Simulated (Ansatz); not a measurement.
Molecule: MoH5, charge 0, multiplicity 2. The spin state was set by rule; other spins were not relaxed. 
Coordinates optimised at B3LYP-D3(BJ)/def2-TZVP (Ansatz, a first-principles code):
SMILES: [MoH5]
```xyz
6

Mo     0.0359     0.0055    -0.0157
H      0.5949     1.3471    -0.9116
H     -1.0824     0.3815     1.1428
H      0.7019    -0.1992     1.5155
H     -1.5709    -0.3261    -0.2217
H     -0.1505    -1.4341    -0.8658
```
Charge 0, spin multiplicity 2.

Quantity: atomisation energy (electronic, to ground-state atoms), in eV. Cores are frozen in the correlated levels unless marked. Open shells are spin-unrestricted. No spin-orbit coupling. Frozen are the shells of the preceding noble gas and the d and f shells that filled before the atom's block. Past Kr the def2 sets carry scalar-relativistic core potentials. The coupled-cluster limit lacks core correlation, which all-electron functionals hold. Basis-set limits of correlation are two-point, X^-3; Hartree-Fock from the larger set. [CCSD(T)-MP2]/basis is that difference in the basis named.

| level | program | atomisation energy (eV) |
|---|---|---|
| PBE0-D3(BJ)/def2-TZVP | Ansatz + dftd3 | 12.25 |

**Question.** What does RI-MP2/CBS(def2-TZVPPD,def2-QZVPPD)+[CCSD(T)-MP2]/def2-TZVPPD (Ansatz) give?

**Answer.** 12.71 eV
